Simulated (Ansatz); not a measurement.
CH₇AlBFSi, relaxed with RKS PBE0-D4/def2-TZVP in Ansatz 0.2.0 from a PBE-D4/def2-SVP geometry. The force threshold is 0.005 eV/Å; the program also tests the step.

Total charge 0; spin multiplicity 1. The bonds changed during the relaxation, so this is another structure than the one it started from.

Start:

```xyz
12

F     0.410   -0.751    1.746
C     0.246    0.736    1.255
Al   -1.393   -0.534    1.105
B     0.372    0.985   -0.177
Si    0.900   -0.296   -1.645
H     0.229    1.315    2.190
H    -1.666   -1.416   -0.185
H    -2.362   -0.354    2.352
H     0.082    2.136   -0.466
H     2.172    0.225   -2.270
H    -0.148   -0.342   -2.727
H     1.157   -1.704   -1.178
```

**Question.** How much energy does the relaxation release, and in how many steps? (Estimate.)

**Answer.** Computed: 1.02 kcal/mol, in 8 steps, 1 of them rejected.

**Question.** Which bonds change most? (An estimate is asked.)

**Answer.** The calculation gave: F1–Al3 from 1.925 to 1.888 Å; F1–C2 from 1.575 to 1.542 Å; C2–Al3 from 2.079 to 2.052 Å; B4–H9 from 1.221 to 1.200 Å.

**Question.** Give the relaxed structure. (An estimate is asked.)

**Answer.** Computed: 
```xyz
12

F     0.396   -0.724    1.719
C     0.230    0.732    1.239
Al   -1.379   -0.534    1.103
B     0.386    0.993   -0.177
Si    0.893   -0.296   -1.632
H     0.215    1.305    2.156
H    -1.644   -1.397   -0.186
H    -2.346   -0.392    2.338
H     0.118    2.130   -0.454
H     2.148    0.207   -2.263
H    -0.156   -0.341   -2.687
H     1.140   -1.682   -1.155
```
